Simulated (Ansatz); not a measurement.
Stepwise reaction of `[NH2][Y]([NH2])[NH2]` with water, as a gas-phase model of exchange steps in deposition or etching. ΔE in kJ/mol; ΔG adds harmonic PBE0-D4 terms to CCSD(T)/CBS, at 1 bar.

Program: Ansatz. Geometries: PBE0-D4/def2-TZVP. ΔE: electronic, gas phase. CCSD(T)/CBS is the MP2 limit (def2-TZVPP, def2-QZVPP) plus CCSD(T) − MP2 in def2-TZVPP, frozen cores. This one scheme is used for every species. DFT in def2-TZVPP. B3LYP here is the variant with VWN-RPA as its local correlation; programs differ in this. Elements past krypton have def2 core potentials. For Y outer-core shells are correlated without core-valence functions, which leaves a few kJ/mol of doubt a bond. Each species was taken in one conformer, which may not be the lowest.

| step | reaction | PBE-D4 | B3LYP-D4 | ωB97M-V | CCSD(T)/CBS | ΔG(600 K) |
| --- | --- | --- | --- | --- | --- | --- |
| 1 | `[NH2][Y]([NH2])[NH2]` + H₂O → `[NH2][Y]([NH2])[OH]` + NH₃ | -77.2 | -81.6 | -82.3 | -78.7 | -81.6 |
| 3 | `[NH2][Y]([OH])[OH]` + H₂O → `[OH][Y]([OH])[OH]` + NH₃ | -72.3 | -76.9 | -77.0 | -74.5 | -67.7 |

Q: Give the row of step 2, `[NH2][Y]([NH2])[OH]` + H₂O → `[NH2][Y]([OH])[OH]` + NH₃. (Best estimate.)

A: Computed: 
```json
{"step": "2", "reaction": "`[NH2][Y]([NH2])[OH]` + H₂O → `[NH2][Y]([OH])[OH]` + NH₃", "PBE-D4": "-78.0", "B3LYP-D4": "-81.8", "ωB97M-V": "-81.6", "CCSD(T)/CBS": "-78.6", "ΔG(600 K)": "-72.6"}
```

Q: By hand: ΔE of the 3 steps together at CCSD(T)/CBS.

A: (-78.7) + (-78.6) + (-74.5) = -231.8 kJ/mol, or -77.3 kJ/mol a step.

In ΔE the steps differ by no more than 4.2 kJ/mol. All are downhill at CCSD(T)/CBS. ΔG lies between -81.6 and -67.7 kJ/mol a step. PBE-D4 differs from CCSD(T)/CBS by 0.6 to 2.2 kJ/mol a step. Isolated molecules leave out the surface, adducts and barriers. Largest T1 diagnostic: 0.014.
